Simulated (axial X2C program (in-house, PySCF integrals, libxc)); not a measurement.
## IrSe⁻ along the bond: PBE0, two-component

All values were computed with an axial X2C code built on PySCF integrals. Two-component (2c) means X2C with spin–orbit coupling and atomic mean-field two-electron Coulomb and Gaunt terms. Basis: Ir dyall-av2z [12s13p10d6f], Se dyall-av2z [8s9p6d] (cores contracted in-house); Gaussian nuclei, density fitting, unrestricted open shells. Masses: Ir 192.963 u, Se 79.917 u.

State: Ω = 4 (⟨Sz⟩ = 1.06, ⟨Lz⟩ = 2.94 at PBE0). Dipoles are positive if Se is the positive end and refer to the centre of mass.

Results along the bond:

| R (Å) | μ (D) | HOMO (eV) | LUMO (eV) |
| --- | --- | --- | --- |
| 2.058 | -2.556 | 0.00 | 2.17 |
| 2.125 | -2.783 | -0.09 | 2.12 |
| 2.193 | -3.022 | -0.18 | 2.05 |
| 2.261 | -3.272 | -0.26 | 1.96 |
| 2.340 | -3.573 | -0.36 | 1.85 |
| 2.419 | -3.881 | -0.45 | 1.73 |
| 2.521 | -4.280 | -0.55 | 1.56 |

The state is a single determinant with fixed occupations, the lowest that a limited PBE0 search found. Density functionals use the spin component along the axis (collinear). The functionals have no current-density term, which raises determinants with orbital currents, atoms included. With several unpaired electrons one determinant need not be a pure state. The highest occupied level of some functionals is positive through self-interaction error; at Hartree–Fock it is bound. The lowest spin-free determinant has another configuration (M_S = 1, Λ = 0), so the order of states is uncertain and this need not be the ground state. The LUMO of an anion is an unbound level whose energy the basis sets.
